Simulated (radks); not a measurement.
Valence configurations of neutral boron (all share [He]). All-electron calculation, scalar-relativistic Kohn-Sham, PBEsol, spin-unpolarised, spherical densities, finite nucleus; Fermi nuclear charge, rms radius 2.406 fm. Program: a radial shooting solver on a logarithmic mesh with Libxc functionals. Energies are relative to 2s2 2p1; eigenvalues in eV.

valence      E (eV)   e(2p)    e(2s)
2s2 2p1       0.000  -3.555   -9.361
2s1.5 2p1.5   2.907  -3.796   -9.616
2s1 2p2       5.819  -4.017   -9.847
2s0.5 2p2.5   8.736  -4.220  -10.058
2p3          11.656  -4.409        -

NIST lists [He] 2s2 2p1 as the ground configuration; this level of theory agrees among the configurations tried. The energies are those of spherical spin-averaged densities, not of single terms.
